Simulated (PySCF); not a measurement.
Energy landscape of CH₃ (cation, charge +1), singlet: umbrella (inversion) coordinate, bond length relaxed. Scanned: angle between the C-H bonds and the threefold axis (90 = planar). Other coordinates (C-H bond length) were minimised at B3LYP/def2-TZVP.

Computed with: PBE/cc-pVTZ (PySCF); PBE0/cc-pVTZ (PySCF); CCSD(T) on RHF/cc-pVTZ, 1 core orbital frozen (PySCF).

Energies relative to the lowest point of each profile, in mEh; the last columns give the difference from CCSD(T):

| a / ° | PBE | PBE0 | CCSD(T) | PBE − CCSD(T) | PBE0 − CCSD(T) |
|---|---|---|---|---|---|
| 90 | 0.0 | 0.0 | 0.0 | 0.0 | 0.0 |
| 93 | 1.0 | 1.1 | 1.1 | 0.0 | 0.0 |
| 96 | 4.2 | 4.3 | 4.4 | -0.2 | -0.1 |
| 99 | 9.3 | 9.7 | 9.8 | -0.5 | -0.1 |
| 102 | 16.6 | 17.2 | 17.4 | -0.8 | -0.2 |
| 105 | 26.0 | 26.9 | 27.2 | -1.2 | -0.4 |
| 108 | 37.5 | 38.8 | 39.2 | -1.7 | -0.5 |
| 111 | 51.2 | 52.9 | 53.5 | -2.3 | -0.6 |
| 114 | 67.1 | 69.3 | 69.9 | -2.9 | -0.6 |
| 117 | 85.2 | 88.0 | 88.7 | -3.5 | -0.7 |
| 120 | 105.6 | 109.1 | 109.8 | -4.2 | -0.7 |
| 123 | 128.4 | 132.6 | 133.3 | -4.9 | -0.7 |
| 126 | 153.7 | 158.8 | 159.3 | -5.6 | -0.5 |
| 129 | 181.6 | 187.7 | 187.8 | -6.2 | -0.2 |
| 132 | 212.4 | 219.6 | 219.1 | -6.7 | 0.5 |

PBE is furthest from CCSD(T) at 132 (-6.7 mEh, below); its mean absolute difference over the points is 2.7 mEh.

PBE0 is furthest from CCSD(T) at 120 (-0.7 mEh, below); its mean absolute difference over the points is 0.4 mEh.
